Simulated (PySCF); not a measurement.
C₂H₆In (SMILES [CH3][In+][CH3]), charge +1, singlet, at a GFN2-xTB geometry (such geometries of metal compounds can be far from the true shape) (all electrons, no relativity). Base run: PBE0/STO-3G (PySCF).

PySCF was given this input:
```python
from pyscf import gto, scf, dft

mol = gto.Mole()
mol.atom = '''
    In    0.000000    0.000000    0.000000
    C     1.767999    0.264584   -1.433558
    H     2.412420   -0.605902   -1.305081
    H     2.270644    1.189597   -1.148548
    H     1.353102    0.319627   -2.440713
    C    -1.767999   -0.264584    1.433558
    H    -2.257624   -1.200722    1.162551
    H    -2.423557    0.595054    1.289344
    H    -1.354984   -0.297654    2.442446
'''
mol.basis = 'sto-3g'
mol.charge = 1
mol.spin = 0
mol.verbose = 4
mol.build()

mf = dft.RKS(mol)
mf.xc = 'pbe0'
mf.kernel()
mf.analyze()
```

The base run was repeated with changes; each row names its change, and settings that it needs were set with it.

| change | E (Eh) | HOMO (eV) | HOMO-LUMO gap (eV) | core-seconds (rough) |
|---|---|---|---|---|
| base | -5763.17931 | -11.53 | 7.06 | 2 |
| functional = pbe | -5762.82838 | -10.50 | 5.01 | 2 |
| functional = m062x | -5763.71106 | -12.60 | 8.77 | 3 |
| functional = bp86 | -5763.94297 | -10.60 | 5.01 | 3 |
| functional = m06l | -5763.64198 | -10.72 | 5.50 | 3 |
| functional = hse06 | -5763.11799 | -11.14 | 6.28 | 7 |
| functional = b3lyp; dispersion = d4 | -5763.55014 | -11.34 | 6.52 | 2 |
| functional = pw6b95 | -5765.59723 | -11.62 | 7.10 | 3 |
| functional = wb97x_v | -5763.25737 | -13.72 | 11.51 | 90 |
| functional = revpbe | -5763.19520 | -10.46 | 5.10 | 2 |
| functional = m06 | -5763.37690 | -11.55 | 6.97 | 3 |
| functional = b97m_v | -5763.24573 | -10.67 | 5.57 | 70 |
| functional = pbe0; dispersion = d3zero | -5763.18043 | -11.53 | 7.06 | 3 |

Total energies compare only within one method and basis.
